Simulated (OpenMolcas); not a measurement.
Zr3+: moving or changing the point charges

Zr3+ among 6 point charges of -1 e arranged as a trigonal prism (D3h), 2.04 Å from the ion, with a polar angle of 51.1° against the regular 49.1°.

```
Program             : OpenMolcas
Method              : CASSCF
Basis               : ANO-RCC-VDZP [6s5p3d1f]
Scalar Hamiltonian  : DKH2, point nucleus
Active space        : 1 electron in 5 orbitals (4d)
State averaging     : 2S+1 = 2 even, 5 roots
Spin-orbit coupling : RASSI with atomic mean-field integrals over the reference wave functions
```

Runs around this geometry, states (labels of D3, the rotations of D3h). Energies in cm-1 above the lowest state or level, χT in cm3 K/mol.

| R (Å) | q (e) | Polar angle / regular | Ground state | First state of that spin | First gap with spin-orbit (degeneracies) | χT at 300 K |
| --- | --- | --- | --- | --- | --- | --- |
| 2.04 | -0.65 | 1.04 | 2E | 2A1 436.7 | 873.8 (2, 2) | 0.237 |
| 2.04 | -1 | 1.04 | 2E | 2A1 945.9 | 863.2 (2, 2) | 0.236 |
| 2.18 | -1 | 1.04 | 2E | 2A1 968.7 | 947.8 (2, 2) | 0.233 |
| 2.04 | -1 | 1.12 | 2A1 | 2E 2694 | 2282 (2, 2) | 0.328 |

Scaling the charges by -0.65 / -1 = 0.65 scales the first state of the same spin by 436.7 / 945.9 = 0.46; with fixed orbitals a first-order splitting would follow the charge.

The ground state changes within this set.

An orbital doublet at a regular site is open to a Jahn-Teller distortion, which this geometry leaves out (holds for R = 2.04, q = -0.65, ratio = 1.04; R = 2.04, q = -1, ratio = 1.04; R = 2.18, q = -1, ratio = 1.04). Point charges carry no covalency, so the field is a model and not that of real ligands. No measured value stands beside these numbers.
